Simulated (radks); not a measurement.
Pb65+, 17 electrons, occupied as [Ne] 3s2 3p5 (the NIST ground configuration). Calculated with a radial shooting solver on a logarithmic mesh with Libxc functionals: scalar-relativistic Kohn-Sham, r2SCAN, spin-unpolarised, spherical densities, finite nucleus; meta-GGA in the generalised Kohn-Sham scheme; Fermi nuclear charge, rms radius 5.5012 fm.

Normalised radial functions P(r) = r R(r), r in bohr:

r,2s,3d
0.002218,1.4531,0.0006
0.002797,1.6518,0.0011
0.003528,1.8463,0.0020
0.004449,2.0183,0.0038
0.00561,2.1405,0.0070
0.007132,2.1749,0.0133
0.008995,2.0708,0.0244
0.01134,1.7783,0.0443
0.01431,1.2488,0.0796
0.01804,0.4560,0.1405
0.02293,-0.6187,0.2471
0.02892,-1.8023,0.4141
0.03648,-2.9358,0.6686
0.046,-3.7614,1.0306
0.05848,-4.0320,1.5157
0.07375,-3.6245,2.0415
0.093,-2.7031,2.5089
0.1173,-1.6220,2.7485
0.1479,-0.7513,2.6079
0.188,-0.2417,2.0387
0.2371,-0.0537,1.2707
0.2991,-0.0072,0.5917
0.3771,-0.0005,0.1909
0.4756,0.0000,0.0388
0.6046,0.0000,0.0040
0.7625,0.0000,0.0002
0.9616,0.0000,0.0000

2s: eigenvalue -20944 eV, 1 radial node at r = 0.0201 bohr, <r> = 0.0670 bohr, 90 % of the charge inside 0.104 bohr. 3d (empty): eigenvalue -7081.1 eV, 0 radial nodes, <r> = 0.144 bohr, 90 % of the charge inside 0.219 bohr.
